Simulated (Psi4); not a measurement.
A dimer, HCl ··· H3ClSi (SMILES Cl and [SiH3]Cl), singlet; the first 2 atoms form monomer A.

```
7

Cl     0.6410     0.0000     0.0000
H     -0.6410     0.0000     0.0000
Si    -2.6949    -1.2096    -3.2281
Cl    -3.0384     0.3269    -1.8899
H     -1.3010    -1.1132    -3.7034
H     -3.6353    -1.0662    -4.3565
H     -2.9150    -2.4931    -2.5335
```

**Question.** What interaction energy does SAPT0/jun-cc-pVDZ, frozen core in Psi4 give, and which attractive term is the largest?

**Answer.** Total -5.41 kJ/mol: electrostatics -5.18, exchange 3.27, induction -1.05, dispersion -2.46. The most attractive term is electrostatics.
